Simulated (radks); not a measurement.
Task: The mean radii <r> (bohr) of the occupied orbitals of an atom or ion are listed with their occupations. Calculated with a radial shooting solver on a logarithmic mesh with Libxc functionals: non-relativistic Kohn-Sham, PBE, spin-unpolarised, spherical densities, point nucleus.

| orbital | occ. | <r> |
|---|---|---|
| 1s | 2 | 0.2291 |
| 2s | 2 | 1.106 |
| 7p | 1 | 21.22 |

Name the element and its charge.

Result: Z = 7, nitrogen, charge +2: N2+ in [He] 2s2 7p1. The 1s radius gives Z: for a bare nucleus <r> = 1.5/Z, 0.2143 bohr for Z = 7, and screening makes it slightly larger (0.2291 here). The occupations add up to 5, and the charge is Z minus that.
